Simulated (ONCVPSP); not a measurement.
# What the settings do to the ONCV potential of Ni (Z = 28)

Base potential:

| Item | Value |
| --- | --- |
| Element | nickel (Ni) |
| Generator | ONCVPSP 4.0.1 |
| Type | optimised norm-conserving Vanderbilt (ONCV) |
| Functional | PBE |
| Relativity | scalar-relativistic |
| Frozen core | [Ne] |
| Valence charge | 18 |
| Reference configuration | 3s2 3p6 3d8 4s1.75 4p0.25 |
| Partial waves | 3s+4s: rc 1.10 bohr, ncon 4, nbas 8, qcut 9.1 1/bohr, 2 projectors; 3p+4p: rc 1.15 bohr, ncon 3, nbas 6, qcut 14 1/bohr, 2 projectors; 3d: rc 0.85 bohr, ncon 4, nbas 8, qcut 16.5 1/bohr, 2 projectors, debl 3.9 Ha |
| Local potential | polynomial inside 0.80 bohr (lpopt 2, dvloc0 0 Ha) |
| Core correction | none |

Cutoffs, loose and tight: the cutoffs (Ha) at which the residual kinetic energy of the hardest occupied pseudo-wave falls to 1 and 0.1 mHa per electron. They do not see the model core or the augmentation charge, which bear on the density cutoff. Test errors are all-electron minus pseudo excitation energies from the reference, over the configurations 3s2 3p6 3d8 4s2 4p0; 3s2 3p6 3d8 4s1 4p0; 3s2 3p6 3d8 4s0 4p0; 3s2 3p6 3d8.5 4s1.5 4p0. A dash means not determined; rows that change the core or the reference have their own tests. The largest error is taken over the tests solved by every variant that gives reliable tests at all: 3s2 3p6 3d8 4s1 4p0; 3s2 3p6 3d8 4s2 4p0; 3s2 3p6 3d8.5 4s1.5 4p0.

A true bound ghost makes a file unfit for plane-wave use even where its test errors are small: the radial tests pick states by their node count and pass the ghost by.

| change | outcome | cutoff, loose | cutoff, tight | bound ghosts | GHOST(+) flags above zero | largest test error (meV) |
| --- | --- | --- | --- | --- | --- | --- |
| base | generated | 114 Ha | 128 Ha | none | none | -0.3 |
| core correction Teter function, fcfact 5.75, rcfact 1.15 | generated | 114 Ha | 128 Ha | none | none | -0.3 |
| s: rc 1.36 | generated | 114 Ha | 128 Ha | none | none | -0.3 |
| p: nproj 4 | generated | 114 Ha | 128 Ha | none | none | -0.2 |
| core [Ar], valence charge 10; reference 3d8 4s1; waves now 4s: rc 2.30 bohr, ncon 4, nbas 8, qcut 2.5 1/bohr, 2 projectors, debl 0.3 Ha; p scattering state at 0.07 Ha: rc 1.80 bohr, ncon 4, nbas 7, qcut 5.4 1/bohr, 2 projectors, debl 0.6 Ha; 3d: rc 1.05 bohr, ncon 3, nbas 8, qcut 14 1/bohr, 1 projector; local potential polynomial inside 1.00 bohr (lpopt 5, dvloc0 4 Ha) | generated, projector energies reset by the program | 78 Ha | 87 Ha | p, s | none | +29 over the solved tests; 2 of 4 tests not solved or not reliable |
| d: rc 0.6; local potential polynomial inside 0.60 bohr (lpopt 2, dvloc0 0 Ha) | generated | 498 Ha | 654 Ha | none | none | -2.7 |
| local potential polynomial inside 0.80 bohr (lpopt 2, dvloc0 -0.5 Ha) | generated | 114 Ha | 128 Ha | none | none | -0.3 |
| p: qcut 8.1 | generated | 114 Ha | 128 Ha | none | none | -0.3 |
| d: ncon 3, nbas 7 | generated | 109 Ha | 123 Ha | none | none | +0.9 |
| non-relativistic | generated | 114 Ha | 128 Ha | none | none | +0.6 |
| functional PBEsol | generated | 114 Ha | 128 Ha | none | none | -0.2 |
| s: qcut 10.4 | generated | 114 Ha | 128 Ha | none | none | -0.3 |

(1) What comes out with this change to the base: s: qcut 10.3; p: qcut 15.9; d: qcut 18.7?

Results:

(1) outcome: generated; cutoff, loose: 129 Ha; cutoff, tight: 147 Ha; bound ghosts: none; GHOST(+) flags above zero: none; largest test error (meV): -0.3.
